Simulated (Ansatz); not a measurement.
Stepwise reaction of `N[Si](N)(Cl)Cl` with hydrogen chloride, as a gas-phase model of exchange steps in deposition or etching. ΔE in kJ/mol; ΔG adds harmonic PBE0-D4 terms to CCSD(T)/CBS, at 1 bar.

Program: Ansatz. Geometries: PBE0-D4/def2-TZVP. ΔE: electronic, gas phase. CBS: MP2 limit from def2 TZ/QZ plus the TZ coupled-cluster correction, frozen cores. This one scheme is used for every species. Functionals use def2-TZVPP. B3LYP here is the variant with VWN-RPA as its local correlation; programs differ in this. One conformer a species, not always the lowest.

```csv
step,reaction,PBE-D4,B3LYP-D4,ωB97M-V,CCSD(T)/CBS,ΔG(500 K)
1,`N[Si](N)(Cl)Cl` + HCl → `N[Si](Cl)(Cl)Cl` + NH₃,-25.2,-20.2,-21.1,-20.5,-22.1
2,`N[Si](Cl)(Cl)Cl` + HCl → `Cl[Si](Cl)(Cl)Cl` + NH₃,-27.6,-21.6,-22.3,-22.4,-2.6
```

(1) By hand: ΔE of the 2 steps together at CCSD(T)/CBS.

Results:

(1) (-20.5) + (-22.4) = -42.9 kJ/mol, or -21.4 kJ/mol a step.

In ΔE the steps differ by no more than 1.9 kJ/mol. All are downhill at CCSD(T)/CBS. ΔG lies between -22.1 and -2.6 kJ/mol a step. PBE-D4 differs from CCSD(T)/CBS by -5.2 to -4.7 kJ/mol a step. Isolated molecules leave out the surface, adducts and barriers. Largest T1 diagnostic: 0.009.
